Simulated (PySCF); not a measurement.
# Electron correlation in Zn (zinc, neutral)

[Ar] 3d10 4s2, closed-shell 1S. Calculation: PySCF 2.14, in x2c-TZVPPall (6s5p4d2f1g, 64 functions); the spin-free X2C one-electron Hamiltonian (Gaussian nucleus). Frozen: [Ar]; 12 electrons correlated.

```
  level  correlation energy (mhartree)
   CCSD                        -457.16
    (T)                         -14.59
CCSD(T)                        -471.75
```

Diagnostics: T1 = 0.019, D1 = 0.0517, largest double amplitude 0.110.

Cost of the coupled-cluster step: about 1.8 core-seconds, for 12 correlated electrons.

Iterations:

```
CC2 = 0
CCSD nocc = 6, nmo = 55
frozen orbitals [0, 1, 2, 3, 4, 5, 6, 7, 8]
max_cycle = 100
direct = 0
conv_tol = 1e-08
conv_tol_normt = 1e-06
diis_space = 8
diis_start_cycle = 0
Init t2, MP2 energy = -1794.75209574486  E_corr(MP2) -0.497897619379029
Init E_corr(CCSD) = -0.497897619482511
cycle = 1  E_corr(CCSD) = -0.437563297340098  dE = 0.0603343221  norm(t1,t2) = 0.0721244
cycle = 2  E_corr(CCSD) = -0.459679117940036  dE = -0.0221158206  norm(t1,t2) = 0.0306208
cycle = 3  E_corr(CCSD) = -0.45572737779893  dE = 0.00395174014  norm(t1,t2) = 0.0168959
cycle = 4  E_corr(CCSD) = -0.456700122763716  dE = -0.000972744965  norm(t1,t2) = 0.0056805
cycle = 5  E_corr(CCSD) = -0.45716900955517  dE = -0.000468886791  norm(t1,t2) = 0.000607784
cycle = 6  E_corr(CCSD) = -0.457171439419295  dE = -2.42986412e-06  norm(t1,t2) = 0.000125745
cycle = 7  E_corr(CCSD) = -0.45715560736058  dE = 1.58320587e-05  norm(t1,t2) = 4.25662e-05
cycle = 8  E_corr(CCSD) = -0.457155548752737  dE = 5.86078438e-08  norm(t1,t2) = 7.51624e-06
cycle = 9  E_corr(CCSD) = -0.457155821187075  dE = -2.72434338e-07  norm(t1,t2) = 1.5509e-06
cycle = 10  E_corr(CCSD) = -0.457155713479515  dE = 1.0770756e-07  norm(t1,t2) = 5.69333e-07
cycle = 11  E_corr(CCSD) = -0.457155717953831  dE = -4.47431575e-09  norm(t1,t2) = 1.14366e-07
CCSD converged
E(CCSD) = -1794.711353843435  E_corr = -0.4571557179538311
CCSD(T) correction = -0.0145865678585469
```
